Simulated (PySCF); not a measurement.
Computed shifts of a molecule C2H4ClNOSi, PBE/pcSseg-1 run with PySCF, GIAO, gas phase, atoms alike by connectivity averaged where their shifts nearly agree, in ppm (number of nuclei): ¹³C: 110.7 (1), 3.9 (1). ²⁹Si: 28.7 (1). ¹⁵N: 192.2 (1). ¹H: 5.69 (1), 1.10 (3). References: ¹³C against TMS (σ = 182.0 ppm); ²⁹Si against TMS (σ = 335.4 ppm); ³⁵Cl against HCl (σ = 936.5 ppm); ¹⁷O against H2O (σ = 334.3 ppm); ¹⁵N against NH3 (σ = 267.0 ppm); ¹H against TMS (σ = 31.49 ppm), references at their B3LYP-D3(BJ)/def2-TZVP geometries, non-relativistic (without spin–orbit terms, shifts of atoms bonded to Cl or Br come out too high). The structure is a stationary point at PBE0-D3(BJ)/def2-SVP. Other conformers were not sampled.

Pick the molecule that these values belong to.
(A) N#CC[Si@@H](O)Cl
(B) C[Si@]1(Cl)N=CO1
(C) CC1=N[Si@@H](Cl)O1
(D) C[Si@@H](Cl)OC#N

D, C[Si@@H](Cl)OC#N
